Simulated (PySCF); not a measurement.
# [Ce(NO2)]3+ at several levels of theory

Computed with PySCF 2.14.0 (density fitting, no spin-orbit coupling) at the geometry relaxed with TPSS:

```xyz
4
[Ce(NO2)]3+ (singlet)
Ce    0.0000    0.0000   -0.4375
O     1.0479    0.0000    1.4953
O    -1.0479    0.0000    1.4953
N     0.0000    0.0000    2.2745
```

| level | basis | state | HOMO (eV) | gap (eV) | charge on Ce1 (e) | population of f-type functions on Ce1 (polarisation alone where 4f lies in the core) | dipole about the centre of mass (D) | largest force component (eV/Å) |
| --- | --- | --- | --- | --- | --- | --- | --- | --- |
| TPSS | Ce lcecp-2-SVP with ECP46, O def2-SVP, N def2-SVP | singlet | – | – | 2.68 | 0.07 | 4.28 | 0.01 |
| PBE | the same | singlet | – | – | 2.64 | 0.07 | 4.00 | 0.23 |
| r2SCAN | the same | singlet | – | – | 2.72 | 0.07 | 4.55 | 0.75 |
| TPSSh | the same | singlet | – | – | 2.72 | 0.07 | 4.61 | 0.66 |
| TPSS | Ce lcecp-2-TZVP with ECP46, O def2-TZVP, N def2-TZVP | singlet | – | – | 2.67 | 0.09 | 4.24 | 0.86 |

In the lcecp rows the 4f levels are missing from HOMO and gap, and the state counts the valence alone.

Charges are Mulliken's, which hang on the basis. The relaxation used the grid (50, 194), these runs (75, 302) or, all-electron (x2c bases, spin-free X2C Hamiltonian), (99, 590).

Task: What does M06-L with Ce lcecp-2-SVP with ECP46, O def2-SVP, N def2-SVP give here?

Result: state singlet, charge on Ce1 (e) 2.76, population of f-type functions on Ce1 (polarisation alone where 4f lies in the core) 0.07, dipole about the centre of mass (D) 4.67, largest force component (eV/Å) 1.00. Time: 3.5 s on 2 threads of Arm Neoverse V1, with other jobs on the host, from an already converged density.

No frequency check is given that shows the relaxed geometry to be a minimum.
